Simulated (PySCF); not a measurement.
SMILES c1coc([SiH2]c2ccco2)c1 (C8H8O2Si) at its GFN2-xTB optimised geometry (Å):

```
19

C     -0.7840    -2.3549     0.0000
C      0.5778    -2.3549     0.0000
O      1.0519    -1.1033     0.0000
C     -0.0084    -0.2586    -0.0027
Si     0.3240     1.5840     0.0392
C      1.7168     1.9306    -1.1627
C      2.4360     1.1494    -2.0290
C      3.3622     1.9980    -2.6729
C      3.1441     3.2392    -2.1566
O      2.1596     3.2101    -1.2500
C     -1.1630    -0.9949     0.0005
H     -1.4286    -3.2101    -0.0014
H      1.2931    -3.1543    -0.0009
H      0.7246     2.0084     1.3878
H     -0.9037     2.2787    -0.3648
H      2.3147     0.0959    -2.1775
H      4.0868     1.7262    -3.4133
H      3.6102     4.1860    -2.3487
H     -2.1596    -0.6030     0.0007
```

Computed with PBE0/def2-SVP (PySCF).

Map of the log10 of the electron density (e/bohr³), floored at −4 on the plane z = 0.8 Å:

```
|000000000000000000000000000|
|000000000000000000000000000|
|000000000000000000000000000|
|000000000000000000000000000|
|000000000011222211000000000|
|000000000123344432210000000|
|000000001345566654310000000|
|000000002456778875421000000|
|000000002456799986431000000|
|000000002456899986431000000|
|000000002346789876431000000|
|000000012346788765320000000|
|000000234456888754210000000|
|000001356678998765310000000|
|000002467889998876520000000|
|000002467899988998630000000|
|000001357899878998630000000|
|000000246789878887520000000|
|000000135789999986420000000|
|000000135789999986420000000|
|000000135788888886420000000|
|000000035677666776420000000|
|000000024555444554310000000|
|000000002333222332100000000|
|000000000111000010000000000|
|000000000000000000000000000|
|000000000000000000000000000|
```
Scale: ten equal steps from -4.00 (start of '0') to -0.954 (end of '9'), in the order '0123456789'; x runs from -5.50 to 5.50, y from -5.50 (bottom) to 5.50 (top).
